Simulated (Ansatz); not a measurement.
Basis-set extrapolation for C2H6FNSi (`N/C=C(\F)[SiH3]`) (PBE0-D4/def2-TZVP geometry, frozen core, Ansatz). Multiplicity 1, RHF reference.

```csv
,def2-TZVPP,def2-QZVPP
HF,-522.127565,-522.147387
MP2 correlation,-0.903832,-0.973617
CCSD(T) correlation,-0.980389,not run
```

Energies in hartree. Use E(X) = E(∞) + A·exp(−7.88·√X) for Hartree–Fock and E(X) = E(∞) + B·X^(−2.97) for correlation, with X = 3 and 4, and add CCSD(T) minus MP2 of the smaller set to the MP2 limit.

Q: What is the CCSD(T) energy at the basis-set limit?

A: HF limit: -522.147387 + (-0.019822) × 0.13774 = -522.15012. MP2 limit: -0.973617 + (-0.069785) × 0.74074 = -1.02531. Higher-order term: -0.980389 − (-0.903832) = -0.07656. Total: -523.25199 hartree, 90.4 kcal/mol below CCSD(T)/def2-TZVPP.
